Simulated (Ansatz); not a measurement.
## Energy profile

The step: SiF₂ + SiH₄ → Si₂H₄F₂ ([F][SiH]([F])[SiH3]); bonds formed: Si1–H4, Si1–Si5; bonds broken: H4–Si5 (atoms numbered as in the saddle structure below).

| atom | x (Å) | y (Å) | z (Å) |
| --- | --- | --- | --- |
| Si1 | -0.8631 | -0.6970 | -0.7216 |
| F2 | -0.1705 | -1.9129 | -1.4919 |
| F3 | -1.6948 | 0.0771 | -1.8456 |
| H4 | 0.5318 | 0.3386 | -0.8119 |
| Si5 | 0.3775 | 0.4476 | 0.9066 |
| H6 | -0.5558 | 0.6453 | 2.0548 |
| H7 | 1.0548 | 1.7667 | 0.7453 |
| H8 | 1.3202 | -0.6655 | 1.1645 |

Electronic energies by CCSD(T) at an estimated basis limit (MP2 extrapolated from triple and quadruple zeta, plus CCSD(T) − MP2 in triple zeta), on PBE0-D4/def2-TZVP structures; Si2H4F2, singlet; no counterpoise correction. Program: Ansatz 0.2.0. Basis: def2-TZVPP and def2-QZVPP. Cores are frozen in the correlated methods. Extrapolation: Hartree–Fock as exp(−7.88 √X), correlation as X^−2.97.

(1) Give the profile in kJ/mol, counted from the separated reactants. (Judge from chemistry; the value comes from the calculation.)

No T1 diagnostic of these runs exceeds 0.015. The restricted Hartree–Fock reference is unstable towards an unrestricted one at one or more of these structures.

Answers

(1) By the calculation:
```
                                                                                             point  kJ/mol
separated: SiF2 (linked as [F][Si][F]; Si1, F2, F3; singlet) + SiH4 (H4, Si5, H6, H7, H8; singlet)     0.0
                                                                                   start structure    -2.6
                                                                                            saddle   113.2
                                                                                     end structure  -129.4
```

Losses and insertions of silylenes and their heavier kin drive the gas-phase chemistry of silicon and germanium vapour deposition.

For scale, one of the runs: CCSD(T)/def2-TZVPP, 202 basis functions, launched by `ansatz run in.yaml --threads 4 --pin off --events-out ev --progress --plain --max-ram 9574MiB`. Hardware: 4 CPU threads of an Intel Xeon, shared host. Wall time 66 s; peak host memory 2.5 GiB.
